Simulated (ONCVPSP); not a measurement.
Ga: one change to an ONCV potential, before and after

```json
{
 "Element": "gallium",
 "Generator": "ONCVPSP 4.0.1",
 "Type": "optimised norm-conserving Vanderbilt (ONCV)",
 "Functional": "Wu-Cohen",
 "Relativity": "scalar-relativistic",
 "Frozen core": "[Ar]",
 "Valence charge": "13",
 "Reference configuration": "3d10 4s2 4p0.75 (charge +0.25)",
 "Partial waves": "4s: rc 1.70 bohr, ncon 3, nbas 7, qcut 3.1 1/bohr, 1 projector; 4p: rc 1.75 bohr, ncon 3, nbas 7, qcut 5.1 1/bohr, 2 projectors, debl 1.8 Ha; 3d: rc 1.15 bohr, ncon 4, nbas 9, qcut 11.5 1/bohr, 3 projectors, debl 0.8 Ha",
 "Local potential": "polynomial inside 0.95 bohr (lpopt 4, dvloc0 3 Ha)",
 "Core correction": "Teter function, fcfact 4.5, rcfact 1.15"
}
```

Change: all radii but the core radius scaled by about 1.04 (s 1.78, p 1.82, d 1.20 bohr); local potential polynomial inside 1.00 bohr (lpopt 4, dvloc0 3 Ha).

Cutoffs: the cutoffs (Ha) at which the residual kinetic energy of the hardest occupied pseudo-wave falls to 1 and 0.1 mHa per electron; they do not see the model core or the augmentation charge, which bear on the density cutoff. Errors are all-electron minus pseudo energies relative to the spin-unpolarised reference configuration.

Problem. What does the change do?

Solution. The potential gets softer (63 Ha and 166 Ha → 60 Ha and 91 Ha); the bound ghost in s disappears; the lowest positive-energy flag moves from p at 125.3 eV to s at 5.8 eV; of the 4 tests that both files solve, the error grows in 1 and shrinks in 2 by more than 15 % and 0.3 meV (median size 1.4 → 2.5 meV). A larger radius leaves more room for a smooth pseudo-wave, so fewer plane waves are needed.

| quantity | base | changed |
| --- | --- | --- |
| cutoff, loose | 63 Ha | 60 Ha |
| cutoff, tight | 166 Ha | 91 Ha |
| loose cutoff by channel | s 21 Ha, p 5.9 Ha, d 63 Ha | s 19 Ha, p 6.1 Ha, d 60 Ha |
| bound ghosts | s | none |
| GHOST(+) flags under 300 eV | p at 125.3 eV | s at 5.8 eV |
| error for 3d10 4s2 4p1, meV [ΔE -0.82 eV] | +0.2 | +0.1 |
| error for 3d10 4s2 4p0, meV [ΔE 4.86 eV] | +1.1 | -0.8 |
| error for 3d10 4s1 4p0, meV [ΔE 26.04 eV] | +41 | +4.2 |
| error for 3d10 4s0 4p3, meV [ΔE 12.63 eV] | -1.6 | -6.8 |
| rms error of d²Exc/dni dnj with the model core, mHa | 4.16 | 4.05 |

 A true bound ghost makes a file unfit for plane-wave use even where its test errors are small: the radial tests pick states by their node count and pass the ghost by.
